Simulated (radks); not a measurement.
Q: Sb26+, 25 electrons, occupied as [Ar] 3d7. Calculated with a radial shooting solver on a logarithmic mesh with Libxc functionals: scalar-relativistic Kohn-Sham, PBE, spin-unpolarised, spherical densities, point nucleus. Some entries of the table are withheld. Estimate them.

orbital,occ.,eigenvalue (hartree),r(max) (bohr)
1s,2,(1),(2)
2s,2,-205.3409,0.1035
2p,6,-188.1862,(3)
3s,2,-65.44787,(4)
3p,6,(5),0.2852
3d,7,-51.79257,(6)

A: 
(1) 1s eigenvalue (hartree): -1150.360
(2) 1s r(max) (bohr): 0.01835
(3) 2p r(max) (bohr): 0.08290
(4) 3s r(max) (bohr): 0.2932
(5) 3p eigenvalue (hartree): -59.85759
(6) 3d r(max) (bohr): 0.2335
